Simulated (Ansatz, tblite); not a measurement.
Forces on `FC(F)(F)c1ccc(-c2ccc(-c3ccc(C(F)(F)F)nc3)nc2)nc1` at its PBE-D4/def2-SVP geometry. Charge 0, multiplicity 1.

The xTB rows come from tblite. Single mean-field runs in def2-TZVP are fitted with def2-universal-jkfit.

GFN1-xTB (tblite), largest force 0.78 eV/Å:

```xyz
35
positions Å, forces eV/Å
F     0.096    1.725   -7.557   -0.616   -0.230    0.331
C    -0.984    1.312   -6.852    0.015    0.017   -0.254
F    -1.935    2.270   -6.979    0.465   -0.472    0.011
F    -1.463    0.193   -7.443    0.245    0.601    0.248
C    -0.642    1.069   -5.404    0.027   -0.105    0.598
C     0.421    1.741   -4.783   -0.008   -0.027    0.077
C     0.662    1.514   -3.426   -0.250   -0.166   -0.142
C    -0.168    0.616   -2.716    0.127    0.128   -0.095
C     0.024    0.330   -1.274   -0.039   -0.111    0.323
C     1.125    0.791   -0.525   -0.020   -0.049    0.063
C     1.221    0.478    0.832   -0.292   -0.138   -0.176
C     0.207   -0.299    1.437    0.157    0.127   -0.082
C     0.235   -0.667    2.875   -0.097   -0.145    0.318
C     1.253   -0.265    3.762   -0.018   -0.019    0.039
C     1.197   -0.656    5.104   -0.320   -0.140   -0.219
C     0.111   -1.445    5.515    0.179    0.158   -0.160
C    -0.027   -1.909    6.957    0.025   -0.013    0.113
F    -1.160   -1.434    7.515    0.539   -0.245   -0.155
F     1.015   -1.478    7.714   -0.597   -0.264   -0.368
F    -0.061   -3.255    7.037    0.024    0.602    0.070
N    -0.871   -1.843    4.693    0.509    0.427   -0.407
C    -0.807   -1.464    3.415    0.118    0.113   -0.143
N    -0.848   -0.748    0.721    0.472    0.365   -0.327
C    -0.932   -0.449   -0.574    0.075    0.075   -0.097
N    -1.190   -0.027   -3.325    0.464    0.453   -0.326
C    -1.416    0.192   -4.620   -0.055   -0.023   -0.095
H     1.054    2.431   -5.360   -0.307   -0.315    0.283
H     1.486    2.040   -2.925   -0.411   -0.267   -0.252
H     1.921    1.388   -0.994   -0.369   -0.275    0.229
H     2.084    0.836    1.409   -0.431   -0.175   -0.285
H     2.094    0.356    3.419   -0.393   -0.296    0.179
H     1.974   -0.358    5.820   -0.384   -0.147   -0.358
H    -1.616   -1.792    2.742    0.342    0.103    0.420
H    -1.803   -0.832   -1.130    0.384    0.143    0.364
H    -2.254   -0.363   -5.078    0.444    0.309    0.274
```

GFN2-xTB (tblite), largest force 1.11 eV/Å:

```
F -0.586 -0.179 0.126
C 0.131 -0.120 0.191
F 0.355 -0.357 -0.124
F 0.196 0.571 0.056
C 0.055 -0.106 0.667
C 0.005 -0.019 0.126
C -0.113 -0.065 -0.106
C -0.157 -0.049 -0.252
C -0.042 -0.081 0.207
C -0.038 -0.063 0.067
C -0.141 -0.062 -0.107
C -0.115 0.015 -0.290
C -0.078 -0.114 0.242
C -0.066 -0.047 0.032
C -0.149 -0.060 -0.115
C -0.033 0.132 -0.562
C 0.027 0.098 -0.318
F 0.495 -0.244 -0.003
F -0.571 -0.303 -0.159
F 0.037 0.512 0.197
N 0.673 0.594 -0.648
C 0.098 -0.003 0.244
N 0.604 0.524 -0.617
C 0.124 0.000 0.324
N 0.545 0.624 -0.682
C 0.090 -0.032 0.340
H -0.373 -0.391 0.345
H -0.524 -0.321 -0.345
H -0.464 -0.363 0.303
H -0.535 -0.212 -0.380
H -0.506 -0.386 0.254
H -0.458 -0.171 -0.443
H 0.472 0.149 0.549
H 0.523 0.196 0.478
H 0.519 0.330 0.399
```

r2SCAN-D4/def2-TZVP (Ansatz), largest force 0.62 eV/Å:

```
F -0.363 -0.113 0.119
C 0.103 -0.096 0.235
F 0.218 -0.223 -0.074
F 0.120 0.359 0.076
C 0.091 -0.061 0.409
C -0.069 -0.054 0.022
C -0.064 -0.028 -0.059
C 0.085 0.150 -0.259
C 0.004 -0.085 0.269
C -0.050 -0.050 0.056
C -0.068 -0.025 -0.070
C 0.131 0.150 -0.256
C -0.013 -0.083 0.281
C -0.068 -0.042 0.003
C -0.112 -0.070 0.004
C 0.206 0.228 -0.368
C 0.009 0.047 -0.172
F 0.322 -0.169 -0.066
F -0.354 -0.169 -0.168
F 0.002 0.363 0.073
N 0.295 0.211 -0.097
C 0.055 0.065 -0.114
N 0.245 0.200 -0.194
C 0.070 0.088 -0.119
N 0.212 0.211 -0.223
C 0.062 0.115 -0.177
H -0.314 -0.334 0.296
H -0.422 -0.259 -0.267
H -0.390 -0.304 0.243
H -0.434 -0.176 -0.305
H -0.424 -0.317 0.191
H -0.385 -0.143 -0.376
H 0.416 0.143 0.442
H 0.451 0.183 0.373
H 0.431 0.287 0.271
```
